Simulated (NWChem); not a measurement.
System: CH5BOS; SMILES B(OC)S

Here is an NWChem input.

```
start job
memory heap 200 mb stack 900 mb global 1100 mb
geometry units angstroms noautoz
  B     -0.953386    -0.058500    -0.093995
  H     -2.112530    -0.348057    -0.259402
  O     -0.597705     1.231027    -0.232176
  C      0.720271     1.692075    -0.064837
  H      0.731030     2.777520    -0.233840
  H      1.089072     1.488047     0.954645
  H      1.405795     1.214057    -0.784936
  S      0.276722    -1.328953     0.329805
  H     -0.594971    -2.356990     0.332912
end
basis spherical
  * library def2-svp
end
dft
  xc xcamb88 1.00 lyp 0.81 vwn_5 0.19 hfexch 1.00
  cam 0.33 cam_alpha 0.19 cam_beta 0.46
  iterations 150
  mulliken
end
task dft energy
```

Structure relaxed at the PBE0/def2-SVP level.

**Question.** What results follow from this input? (CAM-B3LYP/def2-SVP.) Quantities: energy (Ha); highest occupied level (eV); orbital gap (eV); dipole (D).

**Answer.** The energy (Ha) is -539.15 and the highest occupied level (eV) is -8.92. The orbital gap (eV) is 10.34. The dipole (D) is 0.78.
